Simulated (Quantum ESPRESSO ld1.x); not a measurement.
Q: The mean radii <r> (bohr) of the occupied orbitals of an atom or ion are listed with their occupations. Calculated with ld1.x of Quantum ESPRESSO 7.5: Dirac Kohn-Sham, LDA (Slater exchange, Hedin-Lundqvist correlation), spin-unpolarised, spherical densities, point nucleus.

orbital  occ.      <r>
1s1/2       2  0.02908
2s1/2       2   0.1239
2p1/2       2   0.1047
2p3/2       4   0.1099
3s1/2       2   0.3070
3p1/2       2   0.2930
3p3/2       3   0.3011

Name the element and its charge. Open shells, if any, fill j = l - 1/2 first.

A: Z = 50, tin, charge +33: Sn33+ in [Ne] 3s2 3p5. The 1s radius gives Z: for a bare nucleus <r> = (2 gamma + 1)/(2Z) with gamma = sqrt(1 - (Z/c)^2), 0.02862 bohr for Z = 50, and screening makes it slightly larger (0.02908 here). The occupations add up to 17, and the charge is Z minus that.
